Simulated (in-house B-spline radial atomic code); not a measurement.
Ag⁺. Computed with a B-spline radial atomic code. Model: non-relativistic spherical atom: semilocal Troullier-Martins pseudo-atom, one channel per l, against all electrons, high spin, G0W0 and RPA with empty states to l = 8, local potential for every l without a channel, a model core (radius 0 = none) keeps its share of the functional.

Without relativity these are model numbers for so heavy an element.

What the tables leave out is listed at the end.

The pseudopotential gives back the lowest level of each angular momentum of its own functional in the configuration it was made in; a second state of the same l is only approximately right. Exact exchange, RPA and GW see the smooth pseudo-orbitals and miss the exchange with the core, for which the functional's share stands in. The column with an uncorrelated core keeps all orbitals and exact exchange, and so separates missing core correlation from pseudisation. Only the three outermost levels and the lowest empty one were computed. RPA here is direct RPA, with no exchange kernel, and its energies carry an (l + 1/2)⁻⁴ tail. A hybrid on a potential with a model core restores only its own semilocal share of the core's exchange.

Command:
```bash
python run_psgw.py task.json out
```
Settings (lengths in bohr, energies in hartree):
```
Z                      47
electrons              46
configuration          [Kr] 4d10
generated_in           [Kr] 4d10
functional             pbe,pbe
core_shells            8
radius_factor          1
core_correction        True
```

Cost of the run: 29 s on 1 thread of Arm Neoverse N1 (shared host).

Given: made with PBE; model core radius 0.863 bohr; local radius 1.354 bohr; mean-field start PBE0.

Valence shells of the generating configuration: 4d.

Channel: s 2.483, p 3.169, d 1.034 (radii in bohr).

Computed: largest level miss in the spin-unpolarised generating configuration 0 eV; valence RPA correlation energy all-electron orbitals -0.52886 hartree; valence RPA correlation energy pseudo -0.8525 hartree; all-electron RPA polarisability, core included 7.6285 bohr³.

```csv
level,occupied,mean-field all-electron (eV),mean-field pseudo minus all (eV),G0W0 all-electron (eV),G0W0 uncorrelated core minus all (eV),G0W0 pseudo minus all (eV),exchange self-energy all-electron (eV),exchange self-energy pseudo (eV)
4d,1,-17.742,0.878,-22.135,-0.195,2.876,-35.74,-21.987
5s (empty),0,-9.322,-0.357,-7.1523,0.042,-0.656,-2.9531,-2.1983
```

Task: What is the pseudo-atom RPA polarisability?

Result: 8.9711 bohr³.

Among the listed levels the largest G0W0 shift of the pseudo-atom is +2.88 eV, for 4d on the PBE0 start, while leaving the core uncorrelated moves that level by -0.20 eV. So pseudisation and the lost core exchange, not the missing core correlation, make the error. Not in the tables (levels of low weight, unsolved or above zero; the highest and the empty levels are kept at any weight): on PBE, a start not tabulated, the G0W0 levels 4d (pseudo minus all +2.49 eV, weights 0.81 and 0.35), 5s (pseudo minus all -0.38 eV, weights 0.94 and 0.94); no Hartree-Fock pseudo-atom is run with a model core.
